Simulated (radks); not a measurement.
Results of a calculation; reference values are marked as such.
Species: Cl4+. Configuration: [Ne] 3s2 3p1.

Code: a radial shooting solver on a logarithmic mesh with Libxc functionals. Model: scalar-relativistic Kohn-Sham, PBE, spin-polarised, spherical densities, finite nucleus; open shells are filled with parallel spins first; Fermi nuclear charge, rms radius 3.3654 fm.

Energy parts (hartree):
part                       energy
total                  -456.67739
kinetic                 458.86982
electron-nucleus      -1059.22180
Hartree                 170.00754
exchange-correlation    -26.33295

Orbitals (lengths in bohr, moments of r in powers of bohr; <r^-3> diverges for s and p1/2):
1s up: occ. 1; eigenvalue (hartree) -103.5557; <r^4> 0.0003200
1s down: occ. 1; eigenvalue (hartree) -103.5465; <r^4> 0.0003199
2s up: occ. 1; eigenvalue (hartree) -11.63165; <r^4> 0.09729
2s down: occ. 1; eigenvalue (hartree) -11.62231; <r^4> 0.09693
2p up: occ. 3; eigenvalue (hartree) -9.40012; <r^-3> 103.4; <r^4> 0.08810
2p down: occ. 3; eigenvalue (hartree) -9.38738; <r^-3> 103.3; <r^4> 0.08767
3s up: occ. 1; eigenvalue (hartree) -2.74312; <r^4> 6.614
3s down: occ. 1; eigenvalue (hartree) -2.67142; <r^4> 6.731
3p up: occ. 1; eigenvalue (hartree) -2.21835; <r^-3> 12.55; <r^4> 9.143
3p down: occ. 0; eigenvalue (hartree) -2.14867; <r^-3> 12.55; <r^4> 9.437
3d up: occ. 0; eigenvalue (hartree) -1.47842; <r^-3> 0.9243; <r^4> 16.48
3d down: occ. 0; eigenvalue (hartree) -1.41710; <r^-3> 0.9222; <r^4> 17.57
4s up: occ. 0; eigenvalue (hartree) -1.08967; <r^4> 135.6

The highest occupied level is 3p up at -60.364 eV. The electron density at the nucleus is 3616 e/bohr^3 (large components only).
